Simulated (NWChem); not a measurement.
# C4H8O2; SMILES C1OCOCC1

Program: NWChem. Pople sets run with spherical d functions. Each level has its own optimisation; frequencies are unscaled. Brackets give each atom's bonded neighbours. One conformer.

```
level                                 r C–C (Å)  r C–H [C(CCHH)–H(C)] (Å)  r C–O [C(CHHO)–O(CC)] (Å)  r C–O [C(HHOO)–O(CC)] (Å)  highest harmonic frequency (cm⁻¹)  lowest (cm⁻¹)  zero-point energy (kcal/mol)  dipole (D)
------------------------------------  ---------  ------------------------  -------------------------  -------------------------  ---------------------------------  -------------  ----------------------------  ----------
Hartree-Fock/STO-3G                       1.548                     1.087                      1.439                      1.433                               3741            254                          90.9        2.00
Hartree-Fock/3-21G                        1.534                     1.083                      1.445                      1.420                               3342            248                          82.7        2.64
Hartree-Fock/6-31G*                       1.524                     1.086                      1.404                      1.384                               3343            273                          83.5        2.22
B3LYP/6-31G*                              1.532                     1.097                      1.426                      1.406                               3150            262                          77.5        1.97
LDA (Slater exchange, VWN5)/def2-SVP      1.514                     1.112                      1.402                      1.385                               3046            273                          74.5        1.78
PBE/def2-SVP                              1.532                     1.110                      1.424                      1.406                               3057            261                          74.5        1.82
BLYP/def2-SVP                             1.542                     1.110                      1.436                      1.417                               3038            259                          74.2        1.82
PBE0/def2-SVP                             1.522                     1.102                      1.408                      1.390                               3157            267                          77.5        1.96
```
